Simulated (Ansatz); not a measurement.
H4Ge, singlet, at a GFN2-xTB geometry. Base run: HF/def2-TZVP (Ansatz, a quantum-chemistry and plane-wave program).

The Ansatz input:
Ansatz 0.2 input:
```yaml
crystal:
  periodic: [false, false, false]
  atoms:
    - {symbol: Ge, position_ang: [0.00000000, -0.00000000, 0.00000000]}
    - {symbol: H, position_ang: [-0.59006963, -0.86482524, -1.04966053]}
    - {symbol: H, position_ang: [0.55512279, -0.84636567, 1.08323401]}
    - {symbol: H, position_ang: [-1.04872747, 0.88859607, 0.55539157]}
    - {symbol: H, position_ang: [1.08367430, 0.82259483, -0.58896505]}
basis:
  gaussian:
    orbitals: def2-TZVP
hamiltonian:
  xc: hf
```

The base run was repeated with changes; each row names its change, and settings that it needs were set with it.

```json
[
 {"change": "base", "ΔE vs base (mEh)": "0.000"},
 {"change": "point_charge = charge:0.5 position_ang:-1.6396, 3.5943, 2.1179", "ΔE vs base (mEh)": "-1.341"},
 {"change": "fitting.mean_field = def2-universal-JKFIT", "ΔE vs base (mEh)": "-0.004"},
 {"change": "forces = on", "ΔE vs base (mEh)": "0.000"},
 {"change": "accuracy = high", "ΔE vs base (mEh)": "-0.027"},
 {"change": "point_charge = charge:-1.0 position_ang:4.1068, 1.4866, 1.0085", "ΔE vs base (mEh)": "-3.001"},
 {"change": "lower_state_search = full", "ΔE vs base (mEh)": "0.000"},
 {"change": "nuclear_model = gaussian", "ΔE vs base (mEh)": "8.714"},
 {"change": "fitting.mean_field = cc-pVTZ-JKFIT", "ΔE vs base (mEh)": "0.013"},
 {"change": "lower_state_search = light", "ΔE vs base (mEh)": "0.000"},
 {"change": "point_charge = charge:1.0 position_ang:2.518, -3.7064, 0.1228", "ΔE vs base (mEh)": "-2.510"}
]
```
